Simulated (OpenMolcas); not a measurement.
Ti2+ (d2) on a cation site of an ionic host was computed by SS-CASPT2, IPEA 0.25 Eh, imaginary shift 0.1 Eh with the d shell active (OpenMolcas, ANO-RCC-VTZP on the metal). Its lowest spin-free states, and all those of the highest spin:

| 2S+1 | Degeneracy | E (cm-1) |
| --- | --- | --- |
| 3 | 1 | 0 |
| 3 | 3 | 6360 |
| 1 | 2 | 9190 |
| 3 | 3 | 11480 |
| 1 | 3 | 15710 |
| 1 | 1 | 16200 |
| 3 | 3 | 19770 |
| 1 | 3 | 20240 |
| 1 | 3 | 26820 |
| 1 | 2 | 26850 |
| 1 | 1 | 42580 |

Is the site octahedral, tetrahedral or cube-like, axial, or of lower symmetry?

The states with 2S+1 = 3 have orbital degeneracies 1, 3, 3, 3. Threefold states need a cubic site. For d2 at this spin an octahedron puts the threefold T1 below the threefold T2 and a tetrahedron or cube puts the single A2 below the threefold T2, so the site is a tetrahedron or a cube, which this pattern cannot tell apart. The first gap at this spin, 6360 cm-1, is |10Dq| in ligand-field theory. The run had Ti2+ with its 8 nearest fluoride ions at 2.323 Å, on the Ca site of CaF2 (a = 5.46294 Å, distance in the model lattice 2.366 Å). The rest of the host is ab initio model potentials to 7.6 Å and point charges beyond; the distance is set by hand and nothing relaxes. Ligand basis ANO-RCC-VDZP.

Roots that are degenerate in the reference are averaged as groups; the widest CASPT2 spread within a group is 590 cm-1 (the 3-fold group of multiplicity 1 near 20200 cm-1 above the lowest state of its run). Shifts and gaps below about the spread of the groups concerned are not significant. Over all roots computed the reference weight is 0.69 to 0.70; a low but even weight reflects the number of correlated electrons. Ligand-to-metal charge-transfer states are missing. These CASPT2 states fit no ligand-field parameters well, so their order and spin gaps are uncertain. With no ligand orbital active B as a rule stays too high, so bands that hang on it stand too high and its fall with covalency is understated. With one d shell and no ligand orbital active, 10Dq can be off by tens of per cent for divalent 3d ions, low with halides held by bare charges and at times high in hosts. Free-ion shares, where given, are those of the reference states; single-state CASPT2 does not remix them. No measured value stands beside these numbers; the geometry was set by hand and not optimised.
